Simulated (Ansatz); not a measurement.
Ansatz (a first-principles code) input:
A basis named .json is the Basis Set Exchange file of that set.

Ansatz 0.2 input:
```yaml
crystal:
  periodic: [false, false, false]
  atoms:
    - {symbol: Te, position_ang: [0.01908105, 0.00367800, 0.38463732]}
    - {symbol: I, position_ang: [1.41345611, -2.54479339, -0.23495626]}
    - {symbol: I, position_ang: [-1.43217714, 2.54118478, -0.14242375]}
basis:
  gaussian:
    orbitals: def2-QZVPP.json
hamiltonian:
  xc: {name: PBE0}
total_charge: -1
magnetization: {spin_polarized: true, initial_magnetization: 1}
```

Task: What final total energy does it print?

Result: -863.63587 Eh (PBE0/def2-QZVPP). The basis has 246 functions.
